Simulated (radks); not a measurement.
Question: The mean radii <r> (bohr) of the occupied orbitals of an atom or ion are listed with their occupations. Method: Dirac Kohn-Sham, LDA (Slater exchange, Perdew-Wang correlation), spin-unpolarised, spherical densities, point nucleus; computed with a radial shooting solver on a logarithmic mesh with Libxc functionals.

orbital  occ.      <r>
1s1/2       2  0.02233
2s1/2       2  0.09465
2p1/2       2  0.07909
2p3/2       4  0.08582
3s1/2       2   0.2494
3p1/2       2   0.2390
3p3/2       4   0.2519
3d3/2       4   0.2236
3d5/2       6   0.2277
4s1/2       2   0.5667
4p1/2       2   0.5798
4p3/2       4   0.6097
4d3/2       4   0.6502
4d5/2       6   0.6610
5s1/2       2    1.399
5p1/2       2    1.596
5p3/2       4    1.705
4f5/2       6    1.100
4f7/2       2    1.160

Name the element and its charge. Open shells, if any, fill j = l - 1/2 first.

Answer: Z = 63, europium, charge +1: Eu+ in [Xe] 4f8. The 1s radius gives Z: for a bare nucleus <r> = (2 gamma + 1)/(2Z) with gamma = sqrt(1 - (Z/c)^2), 0.02203 bohr for Z = 63, and screening makes it slightly larger (0.02233 here). The occupations add up to 62, and the charge is Z minus that.
